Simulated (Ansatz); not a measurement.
Reactions of `O[SiH](O)C[SiH2]Cl`.

Isolated molecules relaxed with PBE0-D4/def2-TZVP in Ansatz; ΔE leaves out vibrations. CBS: MP2 limit from def2 TZ/QZ plus the TZ coupled-cluster correction, frozen cores. This one scheme is used for every species, atoms too. Functionals use def2-TZVPP. No spin–orbit coupling; open shells (•) take unrestricted orbitals. Spin–orbit coupling would lower the free atoms: a little for C, Cl, O, Si. Bonds to Se are less sure, by a few kJ/mol each and by 10 to 20 or more in all where they break to atoms, as the def2 sets lack core-valence functions. Scalar relativity is left out up to krypton. One conformer a species, not always the lowest.

```
                                                               reaction  CCSD(T)/CBS(def2) (eV)
`O[SiH](O)C[SiH2]Cl` + `C=C[SiH3]` → `C=C[SiH2][SiH](O)O` + `C[SiH2]Cl`                    0.37
   `O[SiH](O)C[SiH2]Cl` + `C[Se]BF` → `O[Si](O)(F)C[SiH2]Cl` + `B[Se]C`                       ?
                  `O[SiH](O)C[SiH2]Cl` → C• + Cl• + 7 H• + 2 O• + 2 Si•                   49.80
                 `O[SiH](O)C[SiH2]Cl` + H₂O → `O[SiH2]C[SiH](O)O` + HCl                    0.12
```

Fill in the missing values. (Estimate.)

The calculation gave: `O[SiH](O)C[SiH2]Cl` + `C[Se]BF` → `O[Si](O)(F)C[SiH2]Cl` + `B[Se]C`: -0.46 eV.

Largest T1 diagnostic: 0.013, for `B[Se]C`.
